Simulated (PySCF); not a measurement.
A structure optimised at ωB97X-D3(BJ)/def2-SVP, used in a PySCF frequency run:

```
Si
F 1 1.6048
F 1 1.6105 2 104.98
O 1 1.6275 2 108.38 3 -119.92
H 4 0.9622 1 117.50 2 -147.88
O 1 1.6354 2 112.26 3 118.87
H 6 0.9625 1 118.95 2 -70.97
```

Q: Write its SMILES and formula.

A: O[Si](O)(F)F, F₂H₂O₂Si

Q: What are its rotational constants (standard atomic weights)?

A: 4.0369, 3.9417, 3.7901 GHz
